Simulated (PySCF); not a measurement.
# Bond length, frequency and bond energy of TaBr⁺ by level of theory

State: ⁴Σ⁻ (quartet), unpaired electrons σ ↑, δ ↑↑. Set-up: Ta def2-TZVPPD with ECP60, Br def2-TZVPPD; scalar-relativistic core potentials (PySCF 2.14). De refers to Ta⁺ (5d3 6s1) + Br in their high-spin ground configurations, without counterpoise correction. The functionals are run spin-unrestricted. A positive dipole points towards Br; it is taken about the centre of mass and depends on that origin.

```
      Level  Re (Å)  ωe (cm⁻¹)  De (eV)  μ (D)
        UHF   2.366        304      n/a  -5.87
    UHF-MP2   2.294        340      n/a    n/a
UHF-SCS-MP2   2.310        331      n/a    n/a
        LDA   2.288        330      n/a  -2.65
        PBE   2.319        314      n/a  -2.97
       BLYP   2.343        304      n/a  -3.01
       BP86   2.321        314      n/a  -2.94
     r²SCAN   2.319        319      n/a  -3.60
       PBE0   2.310        323      n/a  -3.70
    r²SCAN0   2.312        324      n/a  -4.08
      B97-3   2.325        314      n/a  -3.81
    ωB97M-V   2.315        324      n/a  -4.24
```

The bond length runs from 2.288 Å (LDA) to 2.366 Å (UHF).

Correlated steps freeze 9 core orbitals. De is left out where the level can put another filling of the metal’s s and d shells below the measured ground configuration, by anything from nothing to about 1 eV. Spin–orbit coupling is left out, which matters for elements this heavy, above all for dissociation energies. With d or f electrons several states lie close, and the lowest PBE0 determinant need not be the measured ground state.

The whole job (state search and all levels along the bond) took about 9.2 min on 2 threads of Arm Neoverse V2 (shared host), peak memory 5.9 GiB.
